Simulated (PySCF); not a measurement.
## Basis and Hamiltonian dependence of the excitation energy of F⁺

F⁺ [He] 2s2 2p4 (3P) → F⁺ [He] 2s2 2p3 3d1 (5D). Calculated with PySCF 2.14 from differences of total energies of unrestricted determinants, without spin-orbit coupling. Values in eV.

```csv
basis,Hamiltonian,functions,UHF,r2SCAN,PBE0,MP2 (valence)
def2-TZVPPD,non-relativistic,40,30.190,31.017,30.945,31.255
"aug-cc-pVTZ with one added diffuse shell each of s, p, d, f type",non-relativistic,62,27.832,28.883,28.837,28.934
aug-cc-pVQZ-DK,spin-free X2C,80,30.888,31.669,31.611,31.983
aug-cc-pCVQZ-DK,spin-free X2C,109,30.885,31.668,31.609,31.996
```

Frozen in the all-electron rows: valence: 1s2.

At MP2 (valence), def2-TZVPPD, aug-cc-pVTZ with one added diffuse shell each of s, p, d, f type lie more than 0.3 eV from the median of the rows with comparable relativity. Of these, def2-TZVPPD has no diffuse functions of the l that the added or promoted electron needs.
